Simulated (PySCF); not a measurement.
**H2PtS: fields on a plane**

Level of theory: PBE0 in PySCF with Pt def2-TZVP with ECP60, S def2-TZVP, H def2-TZVP; scalar-relativistic core potentials, no spin–orbit coupling; density-fitted integrals.

The singlet minimum has Pt–H 1.535 Å (×2), Pt–S 2.092 Å; H–Pt–H 84.3°, H–Pt–S 111.9° (×2).

The plane holds Pt1 at (0.00, 0.00), S2 at (2.09, 0.00), H3 at (-0.57, 1.42) Å. Columns run from x = -2.55 to 4.35 Å, rows from y = 3.75 (top) to -1.95 Å, in steps of 0.3 Å. Other isomers or separated fragments may lie lower. Core electrons replaced by a potential are absent, the electrostatic potential uses the reduced nuclear charge, and values within about 0.7 Å of such atoms have no physical meaning.

**Question.** Give the lowest empty orbital (Å^-3/2) at -4.02 eV (cut at ±0.3; overall sign arbitrary). Lower edges of the bins (Å^-3/2): '0' -0.300, '1' -0.240, '2' -0.180, '3' -0.120, '4' -0.060, '5' 0.000, '6' 0.060, '7' 0.120, '8' 0.180, '9' 0.240; top 0.30.

**Answer.** 
```
444444444444455555555555
444444444444455555555554
444444444444555555555544
444444444444555555555444
444444444445555555555444
444443334445555555554444
444333334445555555554444
443332223455566655544444
443322124555666665544444
433322245555678765444444
433222368634689975333444
332211289401599963223344
332100036200599060012334
332100004400598290002334
332200006955687410002334
433211026987776410012334
433322246777665422223344
443333345666655433333444
444444445555555444344444
444444445555555444444444
```

**Question.** Give the electrostatic potential (V) (cut at 20 V). Every second row and column.

**Answer.** 
```
 0.2  0.2  0.2  0.2  0.1  0.0 -0.1 -0.2 -0.2 -0.3 -0.3 -0.2
 0.3  0.4  0.4  0.4  0.3  0.1 -0.1 -0.3 -0.4 -0.4 -0.3 -0.3
 0.4  0.5  0.8  1.2  0.9  0.2 -0.2 -0.4 -0.5 -0.6 -0.5 -0.4
 0.5  0.8  2.1  7.4  4.2  0.7 -0.1 -0.4 -0.7 -0.7 -0.6 -0.5
 0.7  1.0  3.2 20.0 13.5  3.1  1.0  1.1  0.9 -0.2 -0.6 -0.5
 0.9  1.4  3.6 14.2 20.0 20.0  7.0 16.3 20.0  5.8  0.4 -0.2
 1.1  2.1  6.5 20.0 20.0 20.0 18.4 20.0 20.0 20.0  2.2  0.1
 1.1  2.1  5.8 20.0 20.0 20.0 13.2 20.0 20.0 16.1  2.1  0.2
 0.9  1.4  2.7  5.9 12.9 11.0  3.5  3.8  6.0  2.7  0.6  0.0
 0.7  0.9  1.1  1.5  2.1  1.9  0.3 -0.5 -0.4 -0.2 -0.2 -0.2
```

Spin–orbit coupling, left out here, can matter for elements this heavy.
